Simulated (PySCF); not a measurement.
Isomers of C2H2BN. Gas-phase values, no solvent. Strings in code marks are SMILES.

The HOMO–LUMO gap from two functionals at the same geometries (B3LYP-D3(BJ)/def2-TZVP), both in PySCF: PBE-D3(BJ)/def2-TZVP and B3LYP-D3(BJ)/def2-TZVP. B3LYP has the VWN-RPA correlation part, as in Gaussian. 

| species | PBE-D3(BJ)/def2-TZVP (eV) | B3LYP-D3(BJ)/def2-TZVP (eV) |
|---|---|---|
| `C#CB=N` | 5.15 | 6.86 |
| `B=NC#C` | 4.63 | 6.14 |
| `C=BC#N` | 2.44 | 4.04 |
| `C(=N)=C=B` | 3.38 | 4.81 |
| `B=CC#N` | 2.80 | 4.44 |

Over these rows, drawn at random from the members with no instability flagged (it was tested for open shells, ions and some series alone), PBE minus B3LYP-D3(BJ): mean -1.58 eV, from -1.70 eV to -1.43 eV.
